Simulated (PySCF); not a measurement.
A structure optimised at PBE0-D3(BJ)/def2-SVP, used in a PySCF frequency run:

```xyz
8

Al    -0.4339     0.2256    -0.2521
F     -1.7221    -0.7011    -0.7689
O     -0.4779     1.8974    -0.5184
H     -1.1768     2.3961    -0.9453
Si     1.4653    -0.7948     0.8570
H      2.4750     0.2374     1.2439
H      2.1250    -1.7914    -0.0446
H      1.0256    -1.5177     2.0920
```
Charge 0, spin multiplicity 1.

Question: Write its SMILES and formula.

Answer: [OH][Al]([F])[SiH3], AlFH₄OSi

Question: What are its rotational constants (standard atomic weights)?

Answer: 6.2086, 2.5048, 1.8227 GHz
